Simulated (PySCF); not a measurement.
Delta-SCF ions had no search for a lower state. Excitations are Tamm–Dancoff values on a coarser integration grid. The basis has no diffuse functions, so Rydberg states are missing or too high.

Cartesian coordinates (Å):
```xyz
8

B     -1.4573     1.0705     0.2233
C     -0.8049    -0.1355     0.1268
C      0.5539    -0.6072    -0.0826
B      1.7988    -0.0599    -0.2832
H     -2.1046     2.0402     0.3202
H     -1.5653    -0.9159     0.2483
H      0.6827    -1.6959    -0.0934
H      2.8967     0.3037    -0.4592
```
Charge 0, spin multiplicity 1.

### Question
What HOMO–LUMO gap, dipole moment, T1 excitation (TDA), LUMO, vertical ionisation energy (Delta-SCF), HOMO, S1 excitation (TDA) and brightest of the four lowest singlets (TDA) does CAM-B3LYP-D3(BJ)/def2-TZVP (PySCF) give?

### Answer

The HOMO–LUMO gap comes out as 6.19 eV and the dipole moment is 0.41 D. The T1 excitation (TDA) is 2.03 eV and the LUMO is -0.39 eV. The vertical ionisation energy (Delta-SCF) is 7.47 eV and the HOMO is -6.58 eV. The S1 excitation (TDA) is 2.34 eV. The brightest of the four lowest singlets (TDA) is 4.92 eV.
